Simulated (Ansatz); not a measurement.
Input file for Ansatz (a quantum-chemistry and plane-wave program): R-CCSD(T)/aug-cc-pV(T+d)Z on H2 (SMILES [H][H]) with ghost functions, monomers drawn apart or pushed together. Files ending in .json are basis or fitting sets from the Basis Set Exchange.

Ansatz 0.2 input:
```yaml
crystal:
  periodic: [false, false, false]
  atoms:
    - {symbol: H, position_ang: [0.02957959, -0.32952898, 0.15438861]}
    - {symbol: H, position_ang: [0.37830172, -0.16103389, -0.48324705]}
basis:
  gaussian:
    orbitals: aug-cc-pV_T+d_Z.json
    ghost_atoms:
      - {symbol: C, position_ang: [0.58985324, 1.06162782, 5.46356320]}
      - {symbol: S, position_ang: [-1.04774220, 0.26227383, 5.44718665]}
      - {symbol: H, position_ang: [0.59526713, 1.93584110, 6.11102615]}
      - {symbol: H, position_ang: [1.28274648, 0.32366364, 5.86435114]}
      - {symbol: H, position_ang: [0.90737349, 1.33179600, 4.45847290]}
      - {symbol: H, position_ang: [-1.73622316, 1.30427503, 4.95350386]}
magnetization: {spin_polarized: false}
correlation: {method: ccsd_t, electrons: outside_noble_gas}
scf: {lower_state_search: off}
```

The head of its log:

```
WARN ansatz: RAYON_NUM_THREADS=2 ignored (pool sized by the plan → 2); use --threads N
Functional definition: HF
these checks for a lower state are left out or cut short: stability, starts, cluster_reference, orbital_swaps, neighbouring_geometries, increment
integrals: 1.36 GiB planned
1307 factors; integrals over basis functions are off by at most 8.8e-4 eV
mean field: 0.55 GiB planned
mean field evaluation 1: about -30.7394 eV, gradient 3.6e0 eV
mean field evaluation 2: about -30.7393 eV, gradient 3.6e0 eV
mean field evaluation 4: about -30.8295 eV, gradient 6.7e-2 eV
mean field evaluation 8: about -30.8295 eV, gradient 1.6e-7 eV
mean field -30.82952803 eV, -1.1329642581 hartree, gradient 1.7e-7 eV, S^2 0.000000; 0 other end points of the search recorded, 0 dependent functions left out
reference -30.82952803 eV, -1.1329642581 hartree; 1, 1 occupied and 238, 238 virtual orbitals, 1307 factors
```

What total energy does the run end on?

-1.1726 hartree (reference determinant -1.1330, T1 diagnostic 0.005).
